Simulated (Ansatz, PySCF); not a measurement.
C2H8N (SMILES C[NH2+]C), charge +1, singlet, at a GFN2-xTB geometry. Base run: PySCF with CASSCF(4,4)/6-31G.

PySCF was given this input:
```python
from pyscf import gto, scf, mcscf
import numpy

mol = gto.M(
    atom='''
C    -0.02333821   -0.27178422    1.23058526
N     0.03459018    0.54534707    0.00080941
C    -0.01095720   -0.26891545   -1.23138777
H     0.81917921   -0.96023702    1.25829085
H     0.01259112    0.36354745    2.11314052
H    -0.94632669   -0.84824181    1.24954279
H     0.89993071    1.10048027    0.00580798
H     0.83180433   -0.95731169   -1.25222260
H     0.03383921    0.36847078   -2.11205406
H    -0.93370156   -0.84531649   -1.26097066
H    -0.75367517    1.20537707   -0.00238562
''',
    basis='6-31g',
    charge=1,
    verbose=3,
)

mf = scf.RHF(mol)
mf.kernel()
mc = mcscf.CASSCF(mf, 4, 4)
mc.fix_spin_(ss=0.0)
mc.kernel()
occ = numpy.linalg.eigvalsh(mc.fcisolver.make_rdm1(mc.ci, mc.ncas, mc.nelecas))[::-1]
ss = mc.fcisolver.spin_square(mc.ci, mc.ncas, mc.nelecas)[0]
print('natural occupations', occ.round(4), ' <S^2>', round(ss, 4))
```

Programs used: Ansatz (a program for electronic structure), PySCF; a row that names a program was run with it.

Each row names what was changed in the base input (with any setting that the change needs).

```json
[
 {"change": "base", "ΔE vs base (kcal/mol)": "0.000", "natural occupations": "1.98 1.98 0.02 0.02", "<S^2> of the state": "0.00", "outcome": "converged"},
 {"change": "active space = 4 electrons, 3 orbitals", "ΔE vs base (kcal/mol)": "17.15", "natural occupations": "2.00 1.98 0.02", "<S^2> of the state": "0.00", "outcome": "converged"},
 {"change": "code = ansatz; correction = SC-NEVPT2, all electrons", "ΔE vs base (kcal/mol)": "-159.7", "natural occupations": "-", "<S^2> of the state": "-", "outcome": "converged"},
 {"change": "solver = newton", "ΔE vs base (kcal/mol)": "0.000", "natural occupations": "1.98 1.98 0.02 0.02", "<S^2> of the state": "0.00", "outcome": "converged"},
 {"change": "conv_tol = 1e-5", "ΔE vs base (kcal/mol)": "0.000", "natural occupations": "1.98 1.98 0.02 0.02", "<S^2> of the state": "0.00", "outcome": "converged"},
 {"change": "fix_spin_ = off", "ΔE vs base (kcal/mol)": "0.000", "natural occupations": "1.98 1.98 0.02 0.02", "<S^2> of the state": "0.00", "outcome": "converged"},
 {"change": "correction = SC-NEVPT2", "ΔE vs base (kcal/mol)": "-159.7", "natural occupations": "1.98 1.98 0.02 0.02", "<S^2> of the state": "0.00", "outcome": "converged"},
 {"change": "state_average = 2 states", "ΔE vs base (kcal/mol)": "-", "natural occupations": "-", "<S^2> of the state": "-", "outcome": "not converged"},
 {"change": "orbitals = fixed (CASCI); correction = SC-NEVPT2", "ΔE vs base (kcal/mol)": "-158.2", "natural occupations": "2.00 2.00 0.00 0.00", "<S^2> of the state": "0.00", "outcome": "converged"},
 {"change": "active space = 8 electrons, 9 orbitals", "ΔE vs base (kcal/mol)": "-19.63", "natural occupations": "1.98 1.98 1.98 1.98 0.02 0.02 0.02 0.02 0.00", "<S^2> of the state": "0.00", "outcome": "converged"},
 {"change": "start = MP2 natural orbitals", "ΔE vs base (kcal/mol)": "0.99", "natural occupations": "1.98 1.98 0.02 0.02", "<S^2> of the state": "0.00", "outcome": "converged"}
]
```

Active orbitals are taken around the Fermi level unless the row says otherwise; CASSCF can end in different local minima, and two programs can end on different orbitals. State-averaged rows give the lowest state.
